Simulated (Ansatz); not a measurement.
Compare A (`OC(F)([SiH3])[SiH3]`) with its isomer B (`FCO[SiH2][SiH3]`).

Isolated molecules relaxed with PBE0-D4/def2-TZVP in Ansatz; ΔE leaves out vibrations. CBS: MP2 limit from def2 TZ/QZ plus the TZ coupled-cluster correction, frozen cores. Functionals use def2-TZVPP. B3LYP here is the variant with VWN-RPA as its local correlation; programs differ in this. One conformer a species, not always the lowest.

A:

Z-matrix (Å, degrees):
```
C
F 1 1.416
Si 1 1.915 2 105.9
O 1 1.388 2 109.0 3 121.0
Si 1 1.914 2 106.8 3 -123.5
H 3 1.483 1 111.1 2 -48.9
H 3 1.490 1 106.2 2 71.5
H 3 1.485 1 109.1 2 -170.6
H 4 0.965 1 109.8 2 -72.0
H 5 1.485 1 108.0 2 61.0
H 5 1.484 1 108.8 2 179.7
H 5 1.483 1 109.0 2 -59.3
```

B:

Z-matrix (Å, degrees):
```
C
O 1 1.368
F 1 1.379 2 110.6
H 1 1.098 2 112.0 3 118.7
H 1 1.092 2 108.8 3 -118.0
Si 2 1.667 1 124.2 3 -60.4
Si 6 2.349 2 111.9 1 -39.4
H 6 1.486 2 110.7 1 83.3
H 6 1.484 2 104.8 1 -159.6
H 7 1.488 6 111.0 2 -56.1
H 7 1.488 6 108.1 2 -175.3
H 7 1.487 6 111.5 2 65.1
```

Question: Which isomer does CCSD(T)/CBS put lower? Give the gap. (Best estimate.)

Answer: Computed: B, by 132.8 kJ/mol.

Question: Give E(B) − E(A) in kJ/mol with MP2/def2-TZVPP, CCSD/def2-TZVPP, B3LYP-D4, B2PLYP, r2SCAN-D4, B3LYP, HF/def2-TZVPP. (Best estimate.)

Answer: Computed: MP2/def2-TZVPP -135.0, CCSD/def2-TZVPP -139.5, B3LYP-D4 -132.0, B2PLYP -135.6, r2SCAN-D4 -133.2, B3LYP -135.2, HF/def2-TZVPP -157.3. None reverses the order clearly.

Largest T1 diagnostic: 0.013.

The D4 term adds +3.2 kJ/mol with B3LYP and +1.4 kJ/mol with PBE0; it sums over pairs of atoms, weighted by their polarisabilities, and B3LYP, whose exchange is more repulsive, gets the larger term. In def2-TZVPP, CCSD(T) changes the Hartree–Fock value by +21.8 kJ/mol (the triples alone add +4.0 kJ/mol) and MP2 by +22.3 kJ/mol.
